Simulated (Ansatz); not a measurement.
`CBBC` and `CB[BH][AlH][NH2]` differ in one atom or group.

Ansatz, PBE0-D4/def2-TZVP geometries, multiplicity 1. Each molecule was computed in one conformer, which needn't be the lowest.

```json
{"property": "LUMO energy (B3LYP/def2-TZVPP) / eV", "`CBBC`": "-1.16"}
{"property": "HOMO–LUMO gap (ωB97M-V/def2-TZVPP) / eV", "`CBBC`": "10.75"}
{"property": "size of the dipole moment (ωB97M-V/def2-TZVPP) / D", "`CBBC`": "0.73"}
{"property": "ideal-gas entropy at 298 K and 1 bar (rigid rotor, harmonic PBE0-D4/def2-TZVP) / J/(mol·K)", "`CBBC`": "328"}
{"property": "LUMO energy (PBE0/def2-TZVPP) / eV", "`CBBC`": "-0.94"}
{"property": "LUMO energy (ωB97M-V/def2-TZVPP) / eV", "`CBBC`": "0.94"}
```

Question: Give the same properties after the change, and the shifts. (Estimate.)

Answer: Computed: 
| property | `CB[BH][AlH][NH2]` | shift |
| --- | --- | --- |
| LUMO energy (B3LYP/def2-TZVPP) / eV | -1.26 | -0.10 |
| HOMO–LUMO gap (ωB97M-V/def2-TZVPP) / eV | 9.37 | -1.38 |
| size of the dipole moment (ωB97M-V/def2-TZVPP) / D | 0.74 | 0.01 |
| ideal-gas entropy at 298 K and 1 bar (rigid rotor, harmonic PBE0-D4/def2-TZVP) / J/(mol·K) | 378 | 50 |
| LUMO energy (PBE0/def2-TZVPP) / eV | -1.11 | -0.17 |
| LUMO energy (ωB97M-V/def2-TZVPP) / eV | 0.69 | -0.25 |

With PBE0 the HOMO rises by 0.92 eV and the LUMO falls by 0.17 eV, so the gap narrows by about 1.09 eV. PBE moves the HOMO by 0.64 eV and ωB97M-V by 1.12 eV. The zero-point energy changes by -5.8 kJ/mol with +3 modes. Dipoles are sizes alone; their direction can turn. Modes under 60 cm⁻¹, often nearly free rotors, make the harmonic entropy too high.

B3LYP here is the variant with VWN-RPA as its local correlation; programs differ in this.
